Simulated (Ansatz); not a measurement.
Cartesian coordinates in Å:
```
C -0.1113 -1.4871 1.3827
C -0.0406 -0.5108 0.4794
Si 1.4425 -0.3135 -0.6555
O -1.0551 0.3812 0.3550
Al -1.5971 1.7270 -0.4914
F -3.0552 2.3265 -0.0374
H -0.9727 -1.5929 2.0343
H 0.6987 -2.1975 1.4811
H 2.0452 1.0334 -0.4577
H 1.0013 -0.4008 -2.0747
H 2.4420 -1.3702 -0.3639
H -0.7977 2.4049 -1.6519
```

Charge 0, multiplicity 1.

Task: List the PBE0/def2-TZVPP orbital energies in eV (Ansatz). (Estimate.)

Result: The calculation gave: Occupied: -1802.62, -1528.63, -673.14, -523.18, -279.84, -278.07, -144.99, -114.48, -99.64, -99.64, -99.63, -74.61, -74.44, -74.41, -32.15, -28.89, -21.20, -16.74, -15.67, -13.42, -12.97, -12.63, -11.89, -11.69, -11.59, -11.22, -9.97, -9.85, -9.82, -8.38, -7.19. Lowest empty: -0.85, -0.31, 0.00, 0.35, 1.06, 1.47, 1.60, 2.25.
